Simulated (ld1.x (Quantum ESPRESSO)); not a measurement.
## Fe, ultrasoft: configuration errors across variants

```
Element                 : Fe
Generator               : ld1.x (Quantum ESPRESSO) 7.5
Type                    : ultrasoft
Functional              : LDA (PZ)
Relativity              : fully relativistic
Frozen core             : [Ne] 3s2
Valence charge          : 14
Reference configuration : 3p6 3d6 4s1.5 4p0.5
Partial waves           : 4s (bound): rcut 1.90, rcutus 2.15 bohr; 4s channel at 1.4 Ry: rcut 1.90, rcutus 2.15 bohr; 3p (bound): rcut 1.20, rcutus 1.30 bohr; 4p (bound): rcut 1.20, rcutus 1.30 bohr; 3d (bound): rcut 1.20, rcutus 1.50 bohr; 3d channel at 0.1 Ry: rcut 1.20, rcutus 1.50 bohr
Local potential         : all-electron potential smoothed inside 2.10 bohr (lloc = -2)
Core correction         : Bessel-smoothed model core inside 0.95 bohr
Augmentation charge     : built from norm-conserving waves at rcut, not smoothed further
```

Open shells are filled in proportion to 2j + 1 (rel_dist='average').

All-electron excitation energies from the reference (eV): (1) 3p6 3d6 4s2 4p0 -2.055; (2) 3p6 3d6 4s1 4p0 6.926; (3) 3p6 3d6 4s0 4p0 23.418; (4) 3p5 3d6 4s2 4p0 65.541; (5) 3p6 3d6.5 4s1.5 4p0 -2.804; (6) 3p6 3d4 4s0 4p0 111.323; (7) 3p6 3d7 4s0 4p0 4.804.

Tests that are not counted but printed errors over 1 eV. “waves 4s (bound): rcut 1.90, rcutus 2.02 bohr; 4s channel at 1.4 Ry: rcut 1.90, rcutus 2.02 bohr”: 3p6 3d6 4s2 4p0 (solver errors, printed error -2424 eV); 3p6 3d6.5 4s1.5 4p0 (solver errors, printed error -2422 eV).

3 further variants failed, have other tests or too few solved ones, and are left out.

The file “base” misses its own reference levels by 0.4 eV. The file “waves 4s (bound): rcut 1.90, rcutus 2.02 bohr; 4s channel at 1.4 Ry: rcut 1.90, rcutus 2.02 bohr” misses its own reference levels by 0.4 eV. The file “waves 4s (bound): rcut 1.90, rcutus 2.60 bohr; 4s channel at 1.4 Ry: rcut 1.90, rcutus 2.60 bohr” misses its own reference levels by 0.4 eV. The file “waves 4s (bound): rcut 1.90, rcutus 2.72 bohr; 4s channel at 1.4 Ry: rcut 1.90, rcutus 2.72 bohr” misses its own reference levels by 0.4 eV. The file “waves 4s (bound): rcut 1.90, rcutus 2.98 bohr; 4s channel at 1.4 Ry: rcut 1.90, rcutus 2.98 bohr” misses its own reference levels by 0.4 eV. The file “waves 4s (bound): rcut 1.90, rcutus 3.16 bohr; 4s channel at 1.4 Ry: rcut 1.90, rcutus 3.16 bohr” misses its own reference levels by 0.4 eV.

Errors AE − PS in meV (a dash: test not solved or not reliable):

| change | (1) | (2) | (3) | (4) | (5) | (6) | (7) | bound ghosts |
| --- | --- | --- | --- | --- | --- | --- | --- | --- |
| base | +267 | +268 | +246 | +25 | +261 | -91 | +155 | not determined |
| waves 4s (bound): rcut 1.90, rcutus 2.02 bohr; 4s channel at 1.4 Ry: rcut 1.90, rcutus 2.02 bohr | – | +268 | +246 | +23 | – | -91 | +155 | not determined |
| waves 4s (bound): rcut 1.90, rcutus 2.60 bohr; 4s channel at 1.4 Ry: rcut 1.90, rcutus 2.60 bohr | +267 | +268 | +246 | +40 | +261 | -91 | +155 | not determined |
| waves 4s (bound): rcut 1.90, rcutus 2.72 bohr; 4s channel at 1.4 Ry: rcut 1.90, rcutus 2.72 bohr | +267 | +269 | +246 | +43 | +261 | -91 | +155 | not determined |
| waves 4s (bound): rcut 1.90, rcutus 2.98 bohr; 4s channel at 1.4 Ry: rcut 1.90, rcutus 2.98 bohr | +267 | +269 | +246 | +56 | +261 | -91 | +155 | not determined |
| waves 4s (bound): rcut 1.90, rcutus 3.16 bohr; 4s channel at 1.4 Ry: rcut 1.90, rcutus 3.16 bohr | +267 | +269 | +246 | +61 | +261 | -91 | +155 | not determined |

Task: Give the same row for: waves 4s (bound): rcut 1.90, rcutus 2.36 bohr; 4s channel at 1.4 Ry: rcut 1.90, rcutus 2.36 bohr.

Result: +267, +268, +246, +31, +261, -91, +155; bound ghosts: not determined.
